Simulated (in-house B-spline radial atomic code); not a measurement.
**RPA and G0W0 on wB97X: Cs7+**

Configuration [Kr] 4d10 5s2, mean-field start wB97X. Computed with a B-spline radial code for spherical atoms: all electrons, scalar-relativistic (spin-free one-electron X2C), finite nucleus, each spin shell either full or empty, empty states to l = 9 with an (l + 1/2)⁻⁴ tail; G0W0 by contour deformation at full frequency.

Command:
```bash
python run_gw.py task.json out
```
Settings (radii: box in bohr, nucleus in fm):
```
Z                        55
electrons                48
configuration            [Kr] 4d10 5s2
hamiltonian              x2c
method                   wb97x
lmax                     9
rms_radius               4.8041
spin_polarised           False
box_radius               8.41
intervals                66
ion_configuration        [Kr] 4d10 5s1
```

Run time, properties included: 7.6 s on 1 thread of Arm Neoverse V2, with other jobs on the host.

Energies (hartree):

```
                                     term        value
                         mean-field total  -7774.95799
Hartree-Fock functional on these orbitals  -7771.78802
                      direct second order      -4.3132
                    second-order exchange       1.1791
                         SOSEX correction       1.1098
```

(1) What is the RPA correlation energy, and what remains with SOSEX?

Quasi-particle levels (eV):

```json
{"level": "5s", "occupied": "yes", "mean field": "-108.69", "Σx - vxc": "0.15", "Σc": "?", "QP weight": "?", "G0W0": "?"}
{"level": "4d", "occupied": "yes", "mean field": "-168.26", "Σx - vxc": "-7.41", "Σc": "0.42", "QP weight": "0.963", "G0W0": "-175.25"}
{"level": "5p", "occupied": "no", "mean field": "-83.43", "Σx - vxc": "3.27", "Σc": "-1.78", "QP weight": "0.974", "G0W0": "-81.94"}
```

G0W0 = mean field + (Σx - vxc) + Σc, with Σc (partial-wave tail included) taken at the quasi-particle energy. Only the outer levels were computed. Levels of low weight are left out.

(2) Where does G0W0 put 5s?

(3) What does it cost to remove one electron (to [Kr] 4d10 5s1) by differences of total energies, each species on its own start (correlation terms add to the Hartree-Fock functional)?

Results:

(1) RPA gives -3.8532 hartree (-2.18 eV per electron); RPA + SOSEX gives -2.7434, and the second-order doubles -3.1341 hartree (no singles). RPA lacks exchange-type terms and so overcorrelates at short range.

(2) At -111.26 eV, with Σc = -2.72 eV and a quasi-particle weight of 0.975. The tabulated removal energy is 110.1 ± 0.6 eV (NIST, semi-empirical); the calculation leaves out spin-orbit coupling, Breit and QED terms, and what these don't explain is the method's own error.

(3) wB97X 110.67 eV, Hartree-Fock functional 108.36 eV, + RPA 111.05 eV, + RPA + SOSEX 110.49 eV, + second order 111.67 eV. Tabulated: 110.1 ± 0.6 eV (NIST, semi-empirical); the calculation leaves out spin-orbit coupling, Breit and QED terms, and what these don't explain is the method's own error.
